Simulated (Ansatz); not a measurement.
Ansatz (a first-principles code) input (B3LYP-D3(BJ)/def2-TZVP):

Ansatz 0.2 input:
```yaml
crystal:
  periodic: [false, false, false]
  atoms:
    - {symbol: B, position_ang: [-0.91409956, 0.36522186, -0.84972692]}
    - {symbol: C, position_ang: [-1.40599609, -0.76931694, 0.16125306]}
    - {symbol: O, position_ang: [0.26384224, 0.93092083, -0.89256143]}
    - {symbol: C, position_ang: [1.41312608, 0.70476699, -0.07153307]}
    - {symbol: H, position_ang: [-1.32669125, -0.40815780, 1.18767076]}
    - {symbol: H, position_ang: [-0.76736531, -1.64905268, 0.06903969]}
    - {symbol: H, position_ang: [-2.43106190, -1.09817999, 0.01280079]}
    - {symbol: H, position_ang: [1.64900916, 1.63458237, 0.44771333]}
    - {symbol: H, position_ang: [1.23045305, -0.08927541, 0.65405385]}
    - {symbol: H, position_ang: [2.24539116, 0.43054295, -0.72087866]}
basis:
  gaussian:
    orbitals: def2-TZVP
hamiltonian:
  xc: b3lyp
  dispersion: d3bj
magnetization: {spin_polarized: true, initial_magnetization: 1}
relax: {f_tol: 0.002, max_steps: 150}
```

Output:

```
Functional definition: B3LYP
integrals: 0.06 GiB planned
944 factors; their error is unknown
mean field: 0.79 GiB planned
mean field evaluation 1: about -4886.3412 eV, gradient 5.0e1 eV
mean field evaluation 2: about -4876.8113 eV, gradient 6.8e1 eV
mean field evaluation 4: about -4896.4656 eV, gradient 3.7e0 eV
mean field evaluation 8: about -4896.5215 eV, gradient 6.4e-2 eV
mean field evaluation 16: about -4896.5101 eV, gradient 8.2e-5 eV
mean field -4896.51009349 eV, -179.9434269620 hartree, gradient 2.6e-5 eV, S^2 0.752074; 0 other end points of the search recorded, 0 dependent functions left out
the calculation of the forces begins
reference -4896.51035155 eV, -179.9434364456 hartree; 16, 15 occupied and 144, 145 virtual orbitals, 944 factors
relax step   1: F+E_penalty+E_count = -4896.77664868 eV  Δ(F+E_penalty+E_count) = +0.000e0 eV  max|allowed force component| = 9.709e-1 eV/Å  Δτ_max = 0.0000 Å  (31 SCF iters, accepted)
these checks for a lower state are left out or cut short: starts, cluster_reference, orbital_swaps, neighbouring_geometries, increment
integrals: 0.06 GiB planned
944 factors; their error is unknown
mean field: 0.79 GiB planned
mean field -4896.52970662 eV, -179.9441477312 hartree, gradient 1.5e-5 eV, S^2 0.752054; 0 other end points of the search recorded, 0 dependent functions left out
the calculation of the forces begins
reference -4896.52996467 eV, -179.9441572146 hartree; 16, 15 occupied and 144, 145 virtual orbitals, 944 factors
relax step   2: F+E_penalty+E_count = -4896.79686702 eV  Δ(F+E_penalty+E_count) = -2.022e-2 eV  max|allowed force component| = 4.258e-1 eV/Å  Δτ_max = 0.0211 Å  (33 SCF iters, accepted)
these checks for a lower state are left out or cut short: starts, cluster_reference, orbital_swaps, neighbouring_geometries, increment
integrals: 0.06 GiB planned
944 factors; their error is unknown
mean field: 0.79 GiB planned
mean field evaluation 32: about -4896.5368 eV, gradient 1.5e-5 eV
mean field -4896.53677080 eV, -179.9444073350 hartree, gradient 1.5e-5 eV, S^2 0.752026; 0 other end points of the search recorded, 0 dependent functions left out
the calculation of the forces begins
reference -4896.53702853 eV, -179.9444168066 hartree; 16, 15 occupied and 144, 145 virtual orbitals, 944 factors
relax step   3: F+E_penalty+E_count = -4896.80477182 eV  Δ(F+E_penalty+E_count) = -7.905e-3 eV  max|allowed force component| = 7.179e-2 eV/Å  Δτ_max = 0.0236 Å  (33 SCF iters, accepted)
these checks for a lower state are left out or cut short: starts, cluster_reference, orbital_swaps, neighbouring_geometries, increment
integrals: 0.06 GiB planned
944 factors; their error is unknown
mean field: 0.79 GiB planned
mean field -4896.53675171 eV, -179.9444066336 hartree, gradient 1.3e-5 eV, S^2 0.752023; 0 other end points of the search recorded, 0 dependent functions left out
the calculation of the forces begins
reference -4896.53700915 eV, -179.9444160942 hartree; 16, 15 occupied and 144, 145 virtual orbitals, 944 factors
relax step   4: F+E_penalty+E_count = -4896.80535955 eV  Δ(F+E_penalty+E_count) = -5.877e-4 eV  max|allowed force component| = 3.899e-2 eV/Å  Δτ_max = 0.0149 Å  (33 SCF iters, accepted)
these checks for a lower state are left out or cut short: starts, cluster_reference, orbital_swaps, neighbouring_geometries, increment
integrals: 0.06 GiB planned
944 factors; their error is unknown
mean field: 0.79 GiB planned
mean field -4896.53669965 eV, -179.9444047203 hartree, gradient 1.3e-5 eV, S^2 0.752026; 0 other end points of the search recorded, 0 dependent functions left out
the calculation of the forces begins
reference -4896.53695695 eV, -179.9444141758 hartree; 16, 15 occupied and 144, 145 virtual orbitals, 944 factors
relax step   5: F+E_penalty+E_count = -4896.80544559 eV  Δ(F+E_penalty+E_count) = -8.604e-5 eV  max|allowed force component| = 1.024e-2 eV/Å  Δτ_max = 0.0050 Å  (33 SCF iters, accepted)
these checks for a lower state are left out or cut short: starts, cluster_reference, orbital_swaps, neighbouring_geometries, increment
integrals: 0.06 GiB planned
944 factors; their error is unknown
mean field: 0.79 GiB planned
mean field -4896.53670702 eV, -179.9444049912 hartree, gradient 1.0e-5 eV, S^2 0.752026; 0 other end points of the search recorded, 0 dependent functions left out
the calculation of the forces begins
reference -4896.53696433 eV, -179.9444144470 hartree; 16, 15 occupied and 144, 145 virtual orbitals, 944 factors
relax step   6: F+E_penalty+E_count = -4896.80544877 eV  Δ(F+E_penalty+E_count) = -3.185e-6 eV  max|allowed force component| = 3.672e-3 eV/Å  Δτ_max = 0.0008 Å  (26 SCF iters, accepted)
these checks for a lower state are left out or cut short: starts, cluster_reference, orbital_swaps, neighbouring_geometries, increment
integrals: 0.06 GiB planned
944 factors; their error is unknown
mean field: 0.79 GiB planned
mean field -4896.53670121 eV, -179.9444047779 hartree, gradient 1.6e-5 eV, S^2 0.752025; 0 other end points of the search recorded, 0 dependent functions left out
the calculation of the forces begins
reference -4896.53695852 eV, -179.9444142338 hartree; 16, 15 occupied and 144, 145 virtual orbitals, 944 factors
relax step   7: F+E_penalty+E_count = -4896.80544980 eV  Δ(F+E_penalty+E_count) = -1.029e-6 eV  max|allowed force component| = 5.611e-4 eV/Å  Δτ_max = 0.0009 Å  (25 SCF iters, accepted)
integrals: 0.06 GiB planned
944 factors; their error is unknown
mean field: 0.79 GiB planned
mean field evaluation 64: about -4896.4948 eV, gradient 3.6e0 eV
mean field -4896.53670121 eV, -179.9444047779 hartree, gradient 1.6e-5 eV, S^2 0.752025; 1 other end points of the search recorded, 0 dependent functions left out
the calculation of the forces begins
reference -4896.53695852 eV, -179.9444142338 hartree; 16, 15 occupied and 144, 145 virtual orbitals, 944 factors
Total energy: -4896.80570711 eV, -179.9542905622 hartree
Atom 0 at    -0.924037     0.355131    -0.842957 Å, force    -0.000073     0.000077    -0.000093 eV/Å
Atom 1 at    -1.378894    -0.759425     0.162313 Å, force     0.000172     0.000104     0.000302 eV/Å
Atom 2 at     0.258843     0.956932    -0.921955 Å, force    -0.000060    -0.000189    -0.000211 eV/Å
Atom 3 at     1.389810     0.696445    -0.072230 Å, force    -0.000129     0.000187     0.000561 eV/Å
Atom 4 at    -1.292573    -0.400581     1.195243 Å, force     0.000099    -0.000133     0.000027 eV/Å
Atom 5 at    -0.734399    -1.642413     0.071931 Å, force    -0.000202     0.000064    -0.000125 eV/Å
Atom 6 at    -2.407280    -1.079882     0.005473 Å, force     0.000071    -0.000053    -0.000169 eV/Å
Atom 7 at     1.637061     1.615053     0.458350 Å, force     0.000110    -0.000029    -0.000139 eV/Å
Atom 8 at     1.178918    -0.097076     0.645024 Å, force     0.000041     0.000061    -0.000064 eV/Å
Atom 9 at     2.229158     0.407869    -0.703360 Å, force    -0.000029    -0.000090    -0.000089 eV/Å
Dipole moment:     0.333207    -0.183042     0.367935 e Å
```

It need not be the lowest isomer of its formula.
